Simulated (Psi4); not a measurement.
Noncovalent pair: CO (SMILES [C-]#[O+]) (first 2 atoms) with N2 (SMILES N#N); geometry from B3LYP-D3(BJ)/def2-TZVP, rigid monomers moved along the line of their centres of mass till O2···N3 is 5.91 Å.
(charge 0, multiplicity 1):
```xyz
4

C      0.688    -0.172    -0.670
O     -0.273     0.092    -0.148
N      0.167    -0.008     5.741
N     -0.816     0.114     6.198
```

The numbers are results of SAPT0/jun-cc-pV(D+d)Z (Psi4), not measurements.

Question: Give the four SAPT terms and the total, and say what mostly holds the pair together.

Answer: electrostatics -0.01, exchange 0.00, induction 0.00, dispersion -0.01, total -0.02 kcal/mol; the largest attraction is dispersion.
